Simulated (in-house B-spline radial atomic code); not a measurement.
A run on an ion of nuclear charge 65 with 65.4 electrons that did not converge. Method: scalar-relativistic (X2C) B97-1, spin-polarised, spherical fractional occupations, Fermi nucleus of rms radius 5.06 fm; computed with an all-electron radial atomic-structure program (B-spline basis).

Command:
```bash
python run_scf.py task.json out
```
Settings (nuclear radius in fm, mass in u):
```
Z                65
configuration    [Xe] 4f9.4 6s2
hamiltonian      x2c
method           b97_1
spin_polarised   True
nucleus          fermi
rms_radius       5.06
atomic_mass      158.92535
speed_of_light   137.035999084
```

First and last ten iterations of the last attempt (damped for 15 steps, keeping 80 % of the old Fock matrix, then DIIS):
```
 iter        energy (Eh)    residual
    1      -11663.757236    7.04e-01
    2      -11665.820615    1.28e+00
    3      -11686.747765    8.15e-01
    4      -11698.011083    4.94e-01
    5      -11703.644603    3.11e-01
    6      -11706.239611    2.04e-01
    7      -11707.344338    1.29e-01
    8      -11707.795008    7.99e-02
    9      -11707.986893    5.46e-02
   10      -11708.079889    4.14e-02
  111      -11706.438913    1.25e-01
  112      -11706.452417    1.25e-01
  113      -11706.447985    1.25e-01
  114      -11706.448835    1.25e-01
  115      -11706.447989    1.25e-01
  116      -11706.451392    1.25e-01
  117      -11706.448633    1.25e-01
  118      -11708.121932    3.24e-02
  119      -11708.116952    3.34e-02
  120      -11706.437941    1.25e-01
 not converged after 120 iterations
```

The smallest residual met was 2.2e-02; the threshold is about 6e-07. No energy from this run should be used. The likely cause: this method binds the added charge weakly or not at all at the basis-set limit, so charge moves back and forth between the atom and the box. Time taken, with all properties: 8.3 s on 1 thread of Arm Neoverse N1, on a shared host.
